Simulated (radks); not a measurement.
Problem. The scandium ion Sc19+, configuration [He]. Calculated with a radial shooting solver on a logarithmic mesh with Libxc functionals: scalar-relativistic Kohn-Sham, PBE, spin-unpolarised, spherical densities, point nucleus. Some entries of the table are withheld. Estimate them.

orbital,occ.,eigenvalue (hartree),r(max) (bohr),<r> (bohr)
1s,2,-203.9018,0.04761,0.07228
2s,0,-48.22660,0.2573,(1)
2p,0,(2),0.2015,0.2527

Solution. 
(1) 2s <r> (bohr): 0.2971
(2) 2p eigenvalue (hartree): -47.01389
